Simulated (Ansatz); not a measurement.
Coupled-cluster run, C2H7NOSi (`C=NCO[SiH3]`).

```yaml
crystal:
  periodic: [false, false, false]
  atoms:
    - {symbol: C, position_ang: [0.608591, 1.988818, 1.058261]}
    - {symbol: N, position_ang: [-0.219826, 1.160817, 1.519816]}
    - {symbol: C, position_ang: [-0.506350, -0.031786, 0.795457]}
    - {symbol: O, position_ang: [0.200314, -0.162850, -0.415418]}
    - {symbol: Si, position_ang: [0.015275, -1.428742, -1.448380]}
    - {symbol: H, position_ang: [1.136469, 1.848669, 0.112341]}
    - {symbol: H, position_ang: [0.809401, 2.892550, 1.631642]}
    - {symbol: H, position_ang: [-1.588485, -0.041825, 0.606461]}
    - {symbol: H, position_ang: [-0.277488, -0.875441, 1.460647]}
    - {symbol: H, position_ang: [-1.397112, -1.528381, -1.909390]}
    - {symbol: H, position_ang: [0.379928, -2.710459, -0.784062]}
    - {symbol: H, position_ang: [0.916282, -1.166370, -2.593274]}
basis:
  gaussian: {orbitals: def2-TZVPP}
correlation: {method: ccsd_t}
```

```sh
$ ansatz run in.yaml --threads 4 --pin off --events-out ev --progress --plain --max-ram 10444MiB
```

Output of Ansatz, abridged:

```
Functional definition: HF
1561 factors; integrals over basis functions are off by at most 1.0e-3 eV
mean field evaluation 1: about -13551.4969 eV, gradient 3.9e1 eV
mean field evaluation 2: about -13551.8354 eV, gradient 3.9e1 eV
mean field evaluation 4: about -13555.4532 eV, gradient 4.7e0 eV
mean field evaluation 8: about -13555.5258 eV, gradient 2.3e-1 eV
mean field -13555.52614062 eV, -498.1563974022 hartree, gradient 2.7e-6 eV, S^2 0.000000; 0 other end points of the search recorded, 0 dependent functions left out
9 core orbitals not correlated: weight in the atoms' cores, before any rotation towards them, 1.000 or more for the frozen orbitals, at most 0.000 for the correlated occupied ones
reference -13555.52614062 eV, -498.1563974022 hartree; 15, 15 occupied and 240, 240 virtual orbitals, 1561 factors
second order -24.24784727 eV of doubles, -0.00000000 eV of singles
cycle   1  -24.60870898 eV  change   -3.6e-1 eV  update   1.1e-1
cycle   2  -25.28530175 eV  change   -6.8e-1 eV  update   3.4e-2
cycle   3  -25.43271168 eV  change   -1.5e-1 eV  update   1.7e-2
cycle   4  -25.41867710 eV  change    1.4e-2 eV  update   4.0e-3
cycle   5  -25.41929986 eV  change   -6.2e-4 eV  update   1.9e-3
cycle   6  -25.42030984 eV  change   -1.0e-3 eV  update   4.9e-4
cycle   7  -25.42010340 eV  change    2.1e-4 eV  update   2.3e-4
cycle   8  -25.42001589 eV  change    8.8e-5 eV  update   7.4e-5
cycle   9  -25.42004025 eV  change   -2.4e-5 eV  update   3.2e-5
perturbative correction -1.02737609 eV, -0.0377553751 hartree
Total energy: -13581.97355696 eV, -499.1283220261 hartree
```

Hardware: 4 threads of an Arm Neoverse V2 on a shared host. Wall time 2.4 min, peak host memory 6.6 GiB.

Correlation energy per correlated electron: -0.882 eV. T1 diagnostic: 0.0122.
